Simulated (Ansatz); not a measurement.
`Cl[SiH2][SbH2]` + `CCN` → `CCN[SiH2]Cl` + `[SbH3]` at 500 K and 1 bar (cleavage of the Si–Sb bond).

Computed with Ansatz on PBE0-D4/def2-TZVP structures; ΔE is electronic, products minus reactants. CCSD(T)/CBS is the MP2 limit (def2-TZVPP, def2-QZVPP) plus CCSD(T) − MP2 in def2-TZVPP, frozen cores. Elements past krypton have def2 core potentials. For Sb outer-core shells are correlated without core-valence functions, which leaves a few kJ/mol of doubt a bond. Each species was taken in one conformer, which may not be the lowest.

```tsv
species	CCSD(T)/CBS energy (Eh)	H − E (kJ/mol)	S (J/(mol·K))
`Cl[SiH2][SbH2]`	-991.31414	123.2	390.1
`CCN`	-135.01652	275.2	315.2
`CCN[SiH2]Cl`	-884.55705	318.5	429.9
`[SbH3]`	-241.78682	70.2	256.6
```

H − E and S are ideal-gas, rigid-rotor, harmonic terms from PBE0-D4/def2-TZVP, for one conformer and one mirror image of each species. 1 Eh = 2625.50 kJ/mol, R = 8.31446 J/(mol·K).

**Question.** By hand: ΔE, ΔH, ΔS and ΔG.

**Answer.** ΔE = (-884.55705) + (-241.78682) − (-991.31414) − (-135.01652) = -0.01321 Eh = -34.7 kJ/mol. Δ(H − E) = 318.5 + 70.2 − 123.2 − 275.2 = -9.7, so ΔH = -44.4 kJ/mol. ΔS = 429.9 + 256.6 − 390.1 − 315.2 = -18.8 J/(mol·K). ΔG = -44.4 − 500 × (-18.8)/1000 = -35.0 kJ/mol.

**Question.** By hand: the equilibrium constant, and the temperature at which ΔG would vanish if ΔH and ΔS stayed fixed.

**Answer.** log₁₀ K = −ΔG/(RT ln 10) = 3.7. ΔG = 0 at ΔH/ΔS = 2362 K, though so small a ΔS makes that figure unsure.

ΔH outweighs TΔS. A doubt of 5 kJ/mol in ΔE shifts log₁₀ K by 0.5 here. Other conformers and mirror images would add mixing entropy, several J/(mol·K) or more a flexible species. These are equilibria of isolated gas molecules and say nothing of rates. Largest T1 diagnostic: 0.014 (customary marks: 0.02 for closed shells, 0.045 for open ones).
